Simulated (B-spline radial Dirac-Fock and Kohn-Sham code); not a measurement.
These are calculated numbers from a radial B-spline solver; the model is multi-electron Dirac-Fock with separately optimised hole states, Breit and Lamb-shift corrections added in first order. Free atoms and ions in their tabulated ground configurations, energies from the vacuum level.

Q: Order these levels by binding energy, lowest first.
A. Mg²⁺ 2p3/2
B. Re⁶⁺ 5d
C. Ce 5s
D. Er³⁺ 5p1/2
E. Gd⁺ 5p1/2
F. Co³⁺ 3d

A: E (41.52 eV), C (48.94 eV), F (53.10 eV), D (65.20 eV), A (78.52 eV), B (80.78 eV).
